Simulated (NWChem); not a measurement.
System: AsH, triplet; SMILES [AsH]

Program: NWChem. Spin-unrestricted. Geometry: optimised at PBE0-D3(BJ)/def2-TZVP, spin-unrestricted. No stability test was run on the SCF state. Vertical excitations in the gas phase; the lowest state need not have the same character in each row. Excited states of an open shell can be spin-contaminated.

For level B3LYP/def2-SVP, TDA:

| Item | Result |
|---|---|
| oscillator strength of that bright state | 0.125 |
| lowest empty minus highest occupied level, either spin (eV) | 3.38 |

Question: Estimate the same quantities for level PBE/def2-SVP, TDA.

Answer: 
| Item | Result |
|---|---|
| oscillator strength of that bright state | 0.102 |
| lowest empty minus highest occupied level, either spin (eV) | 2.00 |
